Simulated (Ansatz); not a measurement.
The pair A = HI (SMILES I) (first 2 atoms), B = CH6Si (SMILES C[SiH3]); geometry from B3LYP-D3(BJ)/def2-TZVP.
(charge 0, multiplicity 1):
```xyz
10

I     -0.548     1.279    -0.488
H     -0.814    -0.019     0.440
C     -0.166     1.043     3.783
Si     0.211    -0.718     3.266
H     -1.159     1.112     4.232
H     -0.135     1.714     2.923
H      0.563     1.394     4.515
H      0.164    -1.639     4.428
H      1.550    -0.813     2.637
H     -0.788    -1.191     2.272
```

Cores are frozen in the correlated methods. Filled d and f shells under p-block atoms count as core. MP2 and its Hartree–Fock in def2-QZVPPD are density fitted.

The values were computed with Ansatz (Gaussian orbitals).  In def2 rows elements past Kr take small-core potentials, without spin–orbit coupling.

Total energies (hartree), monomers frozen at their geometry in the pair:

```json
[
 {"structure": "AB", "PBE/def2-TZVPPD": "-629.3018123", "MP2/def2-SVPD": "-627.7963918", "MP2/def2-QZVPPD": "-628.0879722"},
 {"structure": "A in the pair's basis", "PBE/def2-TZVPPD": "-298.2918881", "MP2/def2-SVPD": "-297.3483992", "MP2/def2-QZVPPD": "-297.4136795"},
 {"structure": "B in the pair's basis", "PBE/def2-TZVPPD": "-331.0087362", "MP2/def2-SVPD": "-330.4464608", "MP2/def2-QZVPPD": "-330.6718388"},
 {"structure": "A", "PBE/def2-TZVPPD": "-298.2918546", "MP2/def2-SVPD": "-297.3471513", "MP2/def2-QZVPPD": "-297.4134819"},
 {"structure": "B", "PBE/def2-TZVPPD": "-331.0087089", "MP2/def2-SVPD": "-330.4456898", "MP2/def2-QZVPPD": "-330.6717747"}
]
```

### Question
Work out the interaction energy without and with the counterpoise correction, and the superposition error, for each level.

### Answer

E(AB) − E(A) − E(B), times 627.509 kcal/mol, with the monomers in their own basis and then in the pair's basis:
- PBE/def2-TZVPPD: -0.78 uncorrected, -0.75 corrected; the monomers gain 0.04 kcal/mol from borrowed functions
- MP2/def2-SVPD: -2.23 uncorrected, -0.96 corrected; the monomers gain 1.27 kcal/mol from borrowed functions
- MP2/def2-QZVPPD: -1.70 uncorrected, -1.54 corrected; the monomers gain 0.16 kcal/mol from borrowed functions

Ansatz is a first-principles code.
